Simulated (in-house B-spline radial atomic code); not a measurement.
# Ionising Hg VII (Hg6+) with different functionals

Computed with a radial B-spline atomic code at the basis-set limit: scalar-relativistic (spin-free X2C) Hamiltonian, Fermi nucleus of rms radius 5.4648 fm, spin-polarised at highest spin, spherical fractional occupations for the functionals, the average over the highest-spin determinants for Hartree-Fock. The ionisation energy is the difference of two self-consistent energies, [Xe] 4f14 5d6 → [Xe] 4f14 5d5, without Breit or QED terms; ε is the level of the shell that loses the electron (its least bound occupied spin orbital). There is no spin-orbit coupling in this Hamiltonian.

Hybrids are left out here: with spherical fractional occupations of an open shell their exact exchange keeps a self-interaction that integer-occupation calculations don't have.

```json
{"method": "Hartree-Fock", "rung": "Hartree-Fock", "ΔSCF (eV)": "93.45", "-ε(5d) (eV)": "94.35"}
{"method": "LDA VWN5", "rung": "LDA", "ΔSCF (eV)": "95.85", "-ε(5d) (eV)": "87.69"}
{"method": "LDA PW92", "rung": "LDA", "ΔSCF (eV)": "95.85", "-ε(5d) (eV)": "87.68"}
{"method": "LDA exchange-only", "rung": "LDA", "ΔSCF (eV)": "93.52", "-ε(5d) (eV)": "85.48"}
{"method": "PBE", "rung": "GGA", "ΔSCF (eV)": "95.22", "-ε(5d) (eV)": "87.11"}
{"method": "PBEsol", "rung": "GGA", "ΔSCF (eV)": "95.27", "-ε(5d) (eV)": "87.17"}
{"method": "BLYP", "rung": "GGA", "ΔSCF (eV)": "95.30", "-ε(5d) (eV)": "87.10"}
{"method": "RPBE", "rung": "GGA", "ΔSCF (eV)": "95.10", "-ε(5d) (eV)": "86.99"}
{"method": "PW91", "rung": "GGA", "ΔSCF (eV)": "95.37", "-ε(5d) (eV)": "87.24"}
{"method": "BP86", "rung": "GGA", "ΔSCF (eV)": "95.41", "-ε(5d) (eV)": "87.29"}
{"method": "AM05", "rung": "GGA", "ΔSCF (eV)": "95.36", "-ε(5d) (eV)": "87.25"}
{"method": "OLYP", "rung": "GGA", "ΔSCF (eV)": "95.43", "-ε(5d) (eV)": "87.26"}
{"method": "TPSS", "rung": "meta-GGA", "ΔSCF (eV)": "95.08", "-ε(5d) (eV)": "86.97"}
{"method": "SCAN", "rung": "meta-GGA", "ΔSCF (eV)": "94.63", "-ε(5d) (eV)": "86.75"}
{"method": "r2SCAN", "rung": "meta-GGA", "ΔSCF (eV)": "94.56", "-ε(5d) (eV)": "86.73"}
{"method": "revTPSS", "rung": "meta-GGA", "ΔSCF (eV)": "95.05", "-ε(5d) (eV)": "86.96"}
```

(1) How do they compare with the NIST value?

Answers

(1) NIST lists 93 eV ± 2 (measured, ground level to ground level). Errors run from +0.45 to +2.85 eV; all lie within about twice that uncertainty, so the table can't rank the methods. Hartree-Fock also lacks correlation.
